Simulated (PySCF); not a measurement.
**From computed data to an observable: entropy of an ideal gas**

1,2,4-triazole (C2H3N3), SMILES c1nc[nH]n1.

The structure is a stationary point at PBE0-D3(BJ)/def2-SVP.

PBE0-D3(BJ)/def2-SVP (PySCF) gives the harmonic wavenumbers 629, 698, 718, 865, 919, 972, 1008, 1118, 1169, 1232, 1287, 1373, 1445, 1502, 1597, 3276, 3281, 3680 cm⁻¹ and the rotational temperatures 0.4979, 0.4776, 0.2438 K. The molar mass is 69.07 g/mol, the symmetry number 1, the spin multiplicity 1.

Task: Work out the entropy at 298.15 K and 1 atm in the rigid-rotor, harmonic-oscillator model.

Result: 
Translation (Sackur–Tetrode at 1 atm): S = R[1.5 ln M + 2.5 ln T − 1.16487] = 161.6 J/(mol K).
Rotation: q = (√π/σ) T^1.5/√(θA θB θC) = 37900, S = R[ln q + 3/2] = 100.1 J/(mol K).
Vibration: with u = 1.4388 ν/T, each mode gives R[u/(e^u − 1) − ln(1 − e^−u)]:
```csv
ν (cm⁻¹),modes,u,S (J/(mol K))
629,1,3.04,1.68
698,1,3.37,1.29
718,1,3.46,1.19
865,1,4.17,0.67
919,1,4.43,0.54
972,1,4.69,0.44
1008,1,4.86,0.38
1118,1,5.40,0.24
1169,1,5.64,0.20
1232,1,5.95,0.15
1287,1,6.21,0.12
1373,1,6.63,0.08
1445,1,6.97,0.06
1502,1,7.25,0.05
1597,1,7.71,0.03
```
The stiffer modes add less than 0.005 each. Sum 7.1 J/(mol K).
Spin: R ln 1 = 0.0 J/(mol K).
Total 268.8 J/(mol K); the program's own thermochemistry gives 268.8. Translation makes up 60 % and vibration 3 %. Anharmonicity, hindered rotation and orbital degeneracy are left out.
